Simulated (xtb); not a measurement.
ClCu, triplet, at a GFN2-xTB geometry (such geometries of metal compounds can be far from the true shape) (the multiplicity is a formal guess), atoms displaced at random by about 0.1 Å a coordinate. Base run: GFN1-xTB (xtb 6.7.1).

The xtb input:
```
$ xtb mol.xyz --gfn 1 --uhf 2 --opt --json

# file mol.xyz
2

Cu     0.13501882     0.06074177    -1.02208531
Cl    -0.07523977     0.09620934     1.41751194
```

Each row names what was changed in the base input (with any setting that the change needs).

```tsv
change	ΔE vs base (kcal/mol)	optimiser steps
base	0.000	6
opt level = tight	-0.001	7
opt level = sloppy	0.001	5
opt level = vtight	-0.001	8
alpb = acetonitrile	-6.12	6
engine = lbfgs	0.001	-
opt level = loose	0.001	5
opt level = lax	0.000	6
engine = inertial	0.000	-
alpb = methanol	-6.89	5
```
